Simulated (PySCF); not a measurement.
Geometry:
```json
{"atom": "C1", "x (Å)": "1.406", "y (Å)": "-0.358", "z (Å)": "0.407"}
{"atom": "B2", "x (Å)": "-0.025", "y (Å)": "0.186", "z (Å)": "0.029"}
{"atom": "C3", "x (Å)": "-1.224", "y (Å)": "-0.808", "z (Å)": "-0.226"}
{"atom": "N4", "x (Å)": "-0.234", "y (Å)": "1.564", "z (Å)": "-0.081"}
{"atom": "H5", "x (Å)": "1.363", "y (Å)": "-0.947", "z (Å)": "1.330"}
{"atom": "H6", "x (Å)": "1.774", "y (Å)": "-1.044", "z (Å)": "-0.364"}
{"atom": "H7", "x (Å)": "2.160", "y (Å)": "0.422", "z (Å)": "0.546"}
{"atom": "H8", "x (Å)": "-1.396", "y (Å)": "-1.439", "z (Å)": "0.653"}
{"atom": "H9", "x (Å)": "-2.169", "y (Å)": "-0.316", "z (Å)": "-0.471"}
{"atom": "H10", "x (Å)": "-0.986", "y (Å)": "-1.497", "z (Å)": "-1.043"}
{"atom": "H11", "x (Å)": "-1.125", "y (Å)": "1.967", "z (Å)": "-0.318"}
{"atom": "H12", "x (Å)": "0.492", "y (Å)": "2.243", "z (Å)": "0.069"}
```

PySCF calculation with shieldings: GIAO B97-2/pcSseg-2 and geometry: PBE0-D3(BJ)/def2-TZVP; non-relativistic Hamiltonian, averaged over atoms made equivalent by symmetry, fast rotation or ring inversion, in vacuum, one conformer.

Referencing at the same level of theory: 13C (σ = 185.38 ppm), 1H (σ = 31.64 ppm) vs TMS; 11B (σ = 99.77 ppm) vs BF3·OEt2; 15N (σ = 261.75 ppm) against NH3.

```tsv
atoms	nucleus	count	δ (ppm)
C1/C3	13C	2	?
H5/H6/H7/H8/H9/H10	1H	6	?
B2	11B	1	45.2
H11/H12	1H	2	3.55
N4	15N	1	101.7
```

**Question.** Complete the table.

**Answer.** 
- C1/C3: 6.2 ppm, methyl carbon bonded to B
- H5/H6/H7/H8/H9/H10: 0.29 ppm, hydrogen on a methyl carbon bonded to B

OH and NH positions are those of a molecule without intermolecular hydrogen bonds; in solution they move with solvent, concentration and temperature, and exchange usually removes their couplings. A carbon bonded to boron is broadened by the quadrupolar boron nucleus and is often missing from a measured spectrum. Shifts are as computed. Against solution values, carbons near 30 ppm lie about +3 ppm off and those near 130 ppm about +7 ppm. Of 1309 compounds with measured shifts, 239 miss one by over three times the rms of a fit or turn the order of signals round; such compounds aren't used in these exercises. Experimental scales use liquid or dissolved standards, which lie at an offset from isolated NH3 (liquid NH3: subtract about 20 ppm).
